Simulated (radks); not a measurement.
Results of a calculation; reference values are marked as such.
All-electron atom: Mg III in [Ne]. Code: a radial shooting solver on a logarithmic mesh with Libxc functionals. Model: non-relativistic Kohn-Sham, exchange-only PBE, spin-polarised, spherical densities, point nucleus.

Normalised radial functions P(r) = r R(r), r in bohr:

```
   r/bohr * 1s, o 2s (the largest magnitude, 2.49, reaches the edge; | marks zero, & curves that meet)
 0.004173                             |o *
 0.005656                             |o   *
 0.007726                             | o   *
  0.01047                             | o     *
  0.01419                             |  o      *
  0.01923                             |  o         *
  0.02628                             |   o            *
  0.03561                             |    o              *
  0.04826                             |     o                 *
  0.06593                             |     o                   *
  0.08936                             |     o                    *
   0.1211                             |   o                    *
   0.1641                             |o                   *
   0.2242                          o  |             *
   0.3039                     o       |       *
   0.4118                 o           |  *
   0.5626                o            |*
   0.7625                 o           *
    1.033                     o       *
    1.401                         o   *
    1.913                            o*
    2.593                             &
```

1s: eigenvalue -1277.2 eV, 0 radial nodes, <r> = 0.131 bohr, 90 % of the charge inside 0.234 bohr. 2s: eigenvalue -98.265 eV, 1 radial node at r = 0.180 bohr, <r> = 0.698 bohr, 90 % of the charge inside 1.11 bohr.
